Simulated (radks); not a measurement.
Q: The rhenium ion Re21+, 54 electrons, occupied as [Kr] 4d10 4f8. Method: Dirac Kohn-Sham, exchange-only PBE, spin-unpolarised, spherical densities, finite nucleus; open shells fill j = l - 1/2 first; Fermi nuclear charge, rms radius 5.3698 fm; computed with a radial shooting solver on a logarithmic mesh with Libxc functionals. Some entries of the table are withheld. Estimate them.

| orbital | occ. | eigenvalue (eV) | <r> (bohr) | r(max) (bohr) |
|---|---|---|---|---|
| 1s1/2 | 2 | -72109.22 | 0.01804 | 0.01124 |
| 2s1/2 | 2 | -12967.75 | 0.07559 | 0.06473 |
| 2p1/2 | 2 | -12435.85 | 0.06246 | 0.04802 |
| 2p3/2 | 4 | -10996.03 | 0.07054 | 0.05496 |
| 3s1/2 | 2 | -3441.148 | 0.1967 | 0.1822 |
| 3p1/2 | 2 | -3203.371 | 0.1868 | 0.1705 |
| 3p3/2 | 4 | -2890.025 | 0.2016 | 0.1846 |
| 3d3/2 | 4 | (1) | 0.1762 | 0.1445 |
| 3d5/2 | 6 | (2) | 0.1808 | 0.1484 |
| 4s1/2 | 2 | -1143.425 | 0.4309 | 0.4090 |
| 4p1/2 | 2 | -1043.178 | 0.4330 | (3) |
| 4p3/2 | 4 | -964.9441 | 0.4622 | (4) |
| 4d3/2 | 4 | -799.3461 | 0.4663 | 0.4276 |
| 4d5/2 | 6 | -784.1071 | 0.4753 | 0.4360 |
| 4f5/2 | 6 | -573.9544 | 0.4753 | 0.3857 |
| 4f7/2 | 2 | -570.4765 | 0.4794 | 0.3892 |
| 5s1/2 | 0 | -530.1442 | 0.8468 | 0.8308 |
| 5p1/2 | 0 | -490.1282 | 0.8735 | 0.8555 |
| 5p3/2 | 0 | -466.9492 | 0.9162 | 0.9025 |

A: 
(1) 3d3/2 eigenvalue (eV): -2489.930
(2) 3d5/2 eigenvalue (eV): -2421.919
(3) 4p1/2 r(max) (bohr): 0.4075
(4) 4p3/2 r(max) (bohr): 0.4354
